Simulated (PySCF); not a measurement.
Species: chloromethylfluorosilane, CH₄ClFSi.
Cartesian coordinates in Å at the PBE0-D3(BJ)/def2-SVP level; atoms count from 1:
```xyz
8
CH4ClFSi angstrom
F      1.5527   -1.3860   -0.5831
Si     0.9153   -0.0516    0.0976
C     -0.9431   -0.0648   -0.1859
Cl    -1.5584    1.4272    0.5957
H      1.1982   -0.0854    1.5555
H      1.5105    1.1434   -0.5546
H     -1.2153   -0.0353   -1.2505
H     -1.4418   -0.9287    0.2762
```

Level of theory: core-valence-separated Tamm–Dancoff BHandHLYP/aug-pcX-1 (pcseg-1 on H, def2-SVPD on Si, def2-SVPD on Cl) in PySCF, non-relativistic, gas phase, PBE0-D3(BJ)/def2-SVP geometry. Absolute energies from this functional tend to lie a few eV below measured edges; no shift was applied.

Problem. List the carbon K-edge absorption lines.

Solution. 
```json
{"E (eV)": "284.38", "f": "0.0617", "core hole on": "C3", "main final orbital": "LUMO (40 %)"}
{"E (eV)": "286.95", "f": "0.0080", "core hole on": "C3", "main final orbital": "LUMO+1 (77 %)"}
{"E (eV)": "287.41", "f": "0.0339", "core hole on": "C3", "main final orbital": "LUMO+3 (65 %)"}
{"E (eV)": "287.65", "f": "0.0082", "core hole on": "C3", "main final orbital": "LUMO (38 %)"}
{"E (eV)": "288.21", "f": "0.0380", "core hole on": "C3", "main final orbital": "LUMO+5 (30 %)"}
{"E (eV)": "288.63", "f": "0.0019", "core hole on": "C3", "main final orbital": "LUMO+4 (46 %)"}
{"E (eV)": "288.93", "f": "0.0013", "core hole on": "C3", "main final orbital": "LUMO+8 (80 %)"}
```

The first line with a tenth or more of the strongest one's intensity is at 284.38 eV (f = 0.062), with the hole on C3 (sp3 C–Cl carbon). It is also the strongest listed.

Problem. What does the F 1s absorption edge look like?

Solution. 
```
E (eV)       f  core hole on  main final orbital
684.80  0.0107            F1         LUMO (66 %)
686.23  0.0111            F1       LUMO+1 (42 %)
687.13  0.0103            F1       LUMO+2 (50 %)
687.26  0.0147            F1       LUMO+8 (52 %)
687.62  0.0018            F1       LUMO+2 (32 %)
687.88  0.0014            F1       LUMO+5 (37 %)
688.03  0.0003            F1       LUMO+3 (75 %)
```

The first line with a tenth or more of the strongest one's intensity is at 684.80 eV (f = 0.011), with the hole on F1 (silicon-bound fluorine). The strongest listed is at 687.26 eV (f = 0.015; F1).

Roots within 0.03 eV whose holes lie on the same, on equivalent or on shared atoms are summed into one line, and the highest roots are left out, as the search may have cut off their partners. Final orbitals are the ground state's empty Kohn–Sham orbitals.

Problem. What are the wavelength and the wavenumber of the 284.38 eV line?

Solution. λ = 12398.42 eV Å/284.38 eV = 43.598 Å; 2.2937 × 10⁶ cm⁻¹.

The list ends where the root search ended, not at a threshold.

One conformer stands for the species.
